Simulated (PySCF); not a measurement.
Compound: CH9N3O2Si3.
Z-matrix (Å and degrees, PBE0-D3(BJ)/def2-SVP geometry), rows numbered from 1:
```
O 
C   1  1.2064
O   2  1.3421  1  122.31
Si  2  1.9250  1  122.78  3   178.78
N   4  1.7368  2  108.09  1  -136.41
Si  5  1.7377  4  122.21  2   151.39
N   6  1.7424  5  104.38  4    -3.26
Si  7  1.7448  6  129.31  5   -43.64
N   4  1.7309  2  102.68  1   -18.30
H   3  0.9739  2  107.06  1    -0.35
H   4  1.4919  2  108.36  1   101.56
H   5  1.0161  4  116.74  2   -20.59
H   6  1.4973  5  109.10  4  -126.49
H   6  1.4967  5  114.91  4   112.90
H   7  1.0155  6  115.23  5   135.67
H   8  1.4963  7  106.13  6   165.19
H   8  1.4971  7  114.96  6   -76.22
H   9  1.0186  4  113.88  2    10.51
```

Definitions: NICS(0) = −σiso at the ring centroid; NICS(1) = −σiso and NICS(1)zz = −σzz at ±1 Å along the ring normal z. Level: GIAO PBE0/pcSseg-1 (PySCF, non-relativistic, gas phase) on the PBE0-D3(BJ)/def2-SVP geometry, one conformer.

Ring bond lengths (Å), with Mayer bond orders in brackets: Si4–N5 1.737 (0.97), N5–Si6 1.738 (0.94), Si6–N7 1.742 (0.94), N7–Si8 1.745 (0.93), Si8–N9 1.733 (0.96), N9–Si4 1.731 (0.99).

Task: What do the NICS probes read (ppm)?

Result: 
```
                ring                                                        type  NICS(0)  NICS(1), two faces  NICS(1)zz, two faces  rms pucker (Å)  centre to ring atoms, mean (Å)
Si4–N5–Si6–N7–Si8–N9  6-membered ring with 3 N and 3 Si; formal bonds all single     -2.7         -0.7 / -1.9             4.5 / 3.6            0.24                            1.69
```

Task: What can be read from them?

Result: 
- Si4–N5–Si6–N7–Si8–N9: mean NICS(1)zz 4.1 ppm, deshielded. Si4, Si6, Si8 have four or more neighbours; no verdict on aromaticity is drawn.

Task: What field does 11.7 T along the ring normal induce along that normal at the second NICS(1) probe listed for ring Si4–N5–Si6–N7–Si8–N9, 1 Å off the ring?

Result: NICSzz × B0 = 3.6 ppm × 11.7 T = 42 μT, along the applied field.

Task: Give the inner angles of the rings and the Hirshfeld charges of the ring atoms.

Result: 
- Si4–N5–Si6–N7–Si8–N9: Si4 111.6° (+0.410 e), N5 122.2° (-0.335 e), Si6 104.4° (+0.402 e), N7 129.3° (-0.323 e), Si8 103.9° (+0.403 e), N9 123.0° (-0.333 e); sum 694.4° against 720° for a flat convex ring.

Task: How do the values depend on the level or the medium?

Result: 
```json
{"level": "PBE0/pcSseg-1, gas", "NICS(0), Si4–N5–Si6–N7–Si8–N9": "-2.7", "mean NICS(1)zz, Si4–N5–Si6–N7–Si8–N9": "4.1"}
{"level": "wB97X-D/pcSseg-1, gas", "NICS(0), Si4–N5–Si6–N7–Si8–N9": "-2.6", "mean NICS(1)zz, Si4–N5–Si6–N7–Si8–N9": "4.1"}
```

The geometry is the same throughout.
